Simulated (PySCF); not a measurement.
Simulation results for CH6BOSi

Computed with PySCF 2.14.0. Calculation on a computer-drawn molecule: optimised geometry and harmonic frequencies of an isolated molecule of the commonest isotopes, restricted reference for singlets and unrestricted otherwise, frozen core in MP2.

```yaml
- formula: CH6BOSi
  start_structure:
    atoms_angstrom:
      - [O, -0.6352, 0.8733, -1.8747]
      - [C, -1.3309, 0.2793, -0.7889]
      - [B, -2.0573, 0.9743, 0.2058]
      - [Si, -2.3315, 0.067, 2.0067]
      - [H, -0.1942, 0.246, -2.382]
      - [H, -1.281, -0.8409, -0.8152]
      - [H, -2.3521, 2.1563, 0.1114]
      - [H, -1.5833, 0.588, 3.1316]
      - [H, -2.2192, -1.3436, 1.9381]
      - [H, -3.801, 0.2198, 2.4196]
  given:
    charge: 0
    multiplicity: 2
    method: HF
    basis: "cc-pV(D+d)Z"
    drawn_bonds_atom: [1, 2, 3, 1, 2, 3, 4, 4, 4]
    drawn_bonds_other_atom: [2, 3, 4, 5, 6, 7, 8, 9, 10]
    drawn_bonds_order: [1, 1, 1, 1, 1, 1, 1, 1, 1]
  results:
    "rotational_constants [GHz]": null
    spin_squared: null
```

## Withheld values
1. Estimate the rotational constants of CH6BOSi.
2. Give the missing spin squared for CH6BOSi.

Answers
1. 29.55, 2.05, 1.96 GHz
2. 0.7569

Further results for CH6BOSi:

* total energy: -429.7973 hartree
* convergence status largest gradient component: 1.716e-06 hartree/bohr

Optimised structure:
```xyz
10
CH6BOSi
O     -0.8564     0.8631    -1.9387
C     -1.2246     0.2414    -0.8149
B     -1.8868     0.9939     0.3212
Si    -2.4529     0.0580     2.0396
H     -0.4586     0.2607    -2.5501
H     -1.0099    -0.8253    -0.7939
H     -2.0734     2.1724     0.1839
H     -1.7638     0.6528     3.2155
H     -2.1426    -1.3984     2.0296
H     -3.9166     0.2008     2.2602
```

Modes:
```csv
frequency (cm⁻¹),reduced mass (dalton)
93.48,1.246
162.2,3.08
174.5,2.949
378.1,6.675
465.8,1.108
537.1,1.12
557,1.397
752.3,2.231
780.7,1.204
830.1,1.828
993.9,1.109
1025,1.047
1031,1.035
1046,1.608
1137,2.785
1344,1.199
1400,2.033
1633,2.091
2266,1.047
2276,1.05
2287,1.022
2699,1.094
3281,1.089
4145,1.067
```
